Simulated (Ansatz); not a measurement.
Input for Ansatz (a program for electronic structure): U-PBE0/def2-TZVPP on AlC+, 2S+1 = 3, a spin state set in the input, which need not be the lowest, a point of a bond scan (R = 1.940 Å). Charge +1.

Ansatz 0.2 input:
```yaml
crystal:
  periodic: [false, false, false]
  atoms:
    - {symbol: C, position_ang: [0.00000000, 0.00000000, 0.00000000]}
    - {symbol: Al, position_ang: [0.00000000, 0.00000000, 1.93961600]}
basis:
  gaussian:
    orbitals: def2-TZVPP
    pivot_positions_ang: [[0.00000000, 0.00000000, 0.00000000], [0.00000000, 0.00000000, 1.93961600]]
hamiltonian:
  xc: {name: PBE0}
total_charge: 1
magnetization: {spin_polarized: true, initial_magnetization: 2}
output: {forces: true, orbitals: {seedname: ./end}}
```

Program output:

```
WARN ansatz: RAYON_NUM_THREADS=2 ignored (pool sized by the plan → 2); use --threads N
Functional definition: PBE0
integrals: 0.01 GiB planned
480 factors; their error is unknown
mean field: 0.19 GiB planned
mean field evaluation 1: about -7598.6691 eV, gradient 4.6e1 eV
mean field evaluation 2: about -7538.6878 eV, gradient 7.6e1 eV
mean field evaluation 4: about -7615.0723 eV, gradient 6.2e0 eV
mean field evaluation 8: about -7615.4489 eV, gradient 7.0e-1 eV
mean field evaluation 16: about -7615.5584 eV, gradient 9.8e-3 eV
mean field evaluation 32: about -7614.1095 eV, gradient 3.6e0 eV
mean field -7615.55836630 eV, -279.8666079505 hartree, gradient 2.5e-5 eV, S^2 2.443487; 3 other end points of the search recorded, 0 dependent functions left out
the calculation of the forces begins
reference -7615.55839254 eV, -279.8666089149 hartree; 10, 8 occupied and 63, 65 virtual orbitals, 480 factors
Total energy: -7615.55839254 eV, -279.8666089149 hartree
Atom 0 at     0.000000     0.000000     0.000000 Å, force    -0.000000    -0.000000     0.089324 eV/Å
Atom 1 at     0.000000     0.000000     1.939616 Å, force     0.000000     0.000000    -0.089324 eV/Å
Dipole moment:     0.000000    -0.000000     0.609533 e Å
```

The run converged. Its determinant has ⟨S²⟩ = 2.44, a mixture of spin states.

Cost: about 2.0 core-seconds (a rough figure).
